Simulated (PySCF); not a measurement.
Excitation energy of I by level of theory

I [Kr] 4d10 5s2 5p5 (2P) → I [Kr] 4d10 5s1 5p5 6s1 (4P), as a difference of total energies. Calculation: PySCF 2.14, in dyall-av2z (22s16p12d, 130 functions); the non-relativistic Hamiltonian (point nucleus). Correlated levels: valence: [Kr] 4d10 frozen; virtual orbitals above 40 to 60 times the deepest correlated orbital energy dropped. The calculations carry no spin-orbit coupling.

```
           method  excitation energy (eV)
              UHF                  17.480
              LDA                  16.775
              PBE                  16.567
             PBE0                  17.011
           r2SCAN                  16.964
           revPBE                  16.519
             PW91                  16.609
            wB97X                  17.765
    MP2 (valence)                  16.201
SCS-MP2 (valence)                  16.056
```

Task: How much does correlation contribute at MP2 (valence)?

Result: 16.201 − (17.480) = -1.279 eV, measured against UHF.

A first-order spin-orbit estimate (lowest level to lowest level, LS coupling) adds -0.037 eV.

The upper state lies above the first ionisation limit, where it may autoionise and the basis confines it. A Rydberg-like electron needs more diffuse functions than a valence basis has.

The promoted electron is Rydberg-like, and one or two diffuse shells describe it only roughly, which tends to raise the upper state.
